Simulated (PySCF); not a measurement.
AlCl2 (SMILES [Cl][Al][Cl]), doublet, at a GFN2-xTB geometry (such geometries of metal compounds can be far from the true shape).

Input for PySCF:
```python
from pyscf import gto, scf, dft

mol = gto.Mole()
mol.atom = '''
    Al    0.00160221    0.63542259    0.02351302
    Cl    1.85128917   -0.24859337    0.01717242
    Cl   -1.85251440   -0.23731802   -0.03515296
'''
mol.basis = '6-311g**'
mol.spin = 1
mol.verbose = 4
mol.build()

mf = dft.UKS(mol)
mf.xc = 'b97m_v'
mf.grids.atom_grid = (99, 590)
mf.grids.prune = None
mf.kernel()
```

Question: What does this run give for the <S^2>, Mulliken (on the basis functions themselves) charges in atom order, nuclear repulsion energy, HOMO energy, total energy?

Answer: 
| Item | Value |
|---|---|
| <S^2> | 0.752 |
| Mulliken (on the basis functions themselves) charges in atom order | Al1 0.65, Cl2 -0.32, Cl3 -0.32 |
| nuclear repulsion energy | 155.3771 Eh |
| HOMO energy | -5.34 eV |
| total energy | -1162.6488 Eh |

These values belong to the state on which the SCF converged, which isn't shown to be the lowest.

Question: Roughly what does it cost on one core?

Answer: very roughly 110 core-seconds.
